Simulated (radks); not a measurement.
Q: Spherical quantum dot in the effective-mass picture: electrons in a parabolic well V = omega^2 r^2 / 2 with omega = 0.135, all in effective atomic units (hartree* = m*/eps^2 hartree, bohr* = eps/m* bohr), one dielectric constant everywhere. Calculated with a radial shooting solver with Libxc functionals: non-relativistic Kohn-Sham, PBEsol, spin-polarised, spherical densities. Levels are named by radial order and angular momentum (1s, 1p, 1d, 2s, ...), and open shells are averaged over m. At N = 1 the configuration is 1s(up 1, down 0). Does electron 2 go into 1p up or 1s down?

A: Into 1s down. The total energies of the other choices lie higher by 0.0724 hartree* (1p up).
